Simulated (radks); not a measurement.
Excited configurations of the promethium ion Pm12+: one electron is placed in a higher orbital outside [Kr] 4d10 5s2. The ground configuration is [Kr] 4d10 4f1 5s2. All-electron calculation, scalar-relativistic Kohn-Sham, PBE, spin-polarised, spherical densities, point nucleus; open shells are filled with parallel spins first (spin-orbit coupling, left out, can overturn this in heavy ions). Program: a radial shooting solver on a logarithmic mesh with Libxc functionals. Excitation = E - E(ground); binding = E(ion) - E, where the ion is the core of charge +13; n* = 13/sqrt(2 binding) in atomic units. These energies are relativistic, and a one-electron ion of charge +13 with no core already has n* below n in this formula (scalar-relativistic equation, point nucleus: 5p 4.998, 5d 4.999, 5f 4.999, 6s 5.996, 6p 5.998, 6d 5.999, 6f 5.999, 7s 6.996, 7p 6.997, 7d 6.999, 7f 6.999). The quantum defect is therefore taken as that value minus n*, so that it holds no relativistic shift of the bare ion.

outer orbital,excitation (eV),binding (eV),quantum defect,eigenvalue (eV),<r> (bohr)
5p,19.344,206.27,1.659,-198.04,1.279
5d,59.178,166.44,1.282,-159.17,1.436
5f,100.90,124.72,0.706,-118.59,1.688
6s,93.246,132.37,1.828,-127.95,2.049
6p,105.56,120.05,1.621,-116.06,2.192
6d,123.63,101.98,1.250,-98.402,2.443
6f,143.38,82.238,0.712,-79.016,2.812
7s,139.31,86.308,1.834,-83.437,3.128
7p,145.95,79.663,1.625,-76.946,3.318
7d,156.00,69.613,1.251,-67.134,3.655
7f,167.26,58.351,0.722,-56.288,4.145

The Delta-SCF ionisation energy is 225.62 eV (NIST Atomic Spectra Database: 229 eV, theoretical). Self-interaction in the functional shifts the binding energies and quantum defects, so they are the method's values and not measured ones. Open shells are spherical and high-spin; term and fine-structure splittings are not resolved. Spin-orbit splitting is averaged out at the scalar-relativistic level.
